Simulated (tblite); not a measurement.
Isomers of C8H16Si. Method: GFN2-xTB as coded in tblite; computed harmonic values from a numerical Hessian at the method's own geometry, unscaled. Errors from tens to a few hundred cm⁻¹ against measured bands are possible. Modes of hydrogen on silicon can be 10 to 20 % off. One conformer each.

Electronic energies: GFN2-xTB at the same geometries; isomer energies are rough at this level and their order can be wrong.

```tsv
SMILES	electronic energy, lowest = 0 (kJ/mol)
C[C@]12CC[C@](C[SiH3])(C1)C2	0.0
C=C[C@H]1C[Si@H](CCC)C1	165.4
C1CCC(C2C[SiH2]C2)C1	19.0
```

Question: How do GFN2-xTB zero-point energies change the relative energies?

Answer: 
```tsv
SMILES	ZPE (kJ/mol)	of it from modes above 1550 cm⁻¹	electronic (kJ/mol)	with ZPE, lowest = 0 (kJ/mol)	lowest mode (cm⁻¹)	rings
C[C@]12CC[C@](C[SiH3])(C1)C2	562.3	273.7	0.0	0.0	38	3
C1CCC(C2C[SiH2]C2)C1	572.1	277.1	19.0	28.8	23	2
C=C[C@H]1C[Si@H](CCC)C1	565.7	294.0	165.4	168.8	23	1
```

The zero-point energies span 9.8 kJ/mol, from `C[C@]12CC[C@](C[SiH3])(C1)C2` to `C1CCC(C2C[SiH2]C2)C1`. The order is unchanged.
